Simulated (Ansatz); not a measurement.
ReSe2, relaxed as a doublet with UKS r2SCAN-D4/def2-TZVP in Ansatz, starting from the GFN1-xTB geometry. Force threshold 0.02 eV/Å.

In the def2 sets Re takes a core potential; there is no spin–orbit coupling. The charge 0 doublet is spin-contaminated (final ⟨S²⟩ up to 1.57, 0.75 for a pure state). The relaxation made no stability test and no search for a lower SCF solution. At r2SCAN-D4/def2-TZVP a quartet of charge 0 lies 0.55 eV below the doublet, each at its own geometry. The structure comes from a short search, and lower isomers may exist.

Start:

```xyz
3

Re    0.5177    0.5194   -0.1466
Se   -1.5550    0.7842   -0.8068
Se    1.0373   -1.3036    0.9534
```

Q: Estimate the energy that the relaxation releases and the steps that it takes.

A: 0.02 eV, in 3 steps; 14 s on 4 threads of Arm Neoverse V2 on a shared host. No frequencies were taken in this run, so the end may be a saddle point.

Q: Does the start keep its bonding and symmetry?

A: By distances, no bond broke or formed. The bond that changes most is Re1–Se2, from 2.19 to 2.22 Å (atoms count from 1). Point group C2v at the start, C2v at the end, both within 0.05 Å.

Q: Predict the relaxed structure.

A: 
Cartesian coordinates in Å:
```
Re 0.508 0.509 -0.144
Se -1.582 0.815 -0.830
Se 1.074 -1.324 0.973
```
Bond lengths: 2 × Re–Se 2.22 Å.
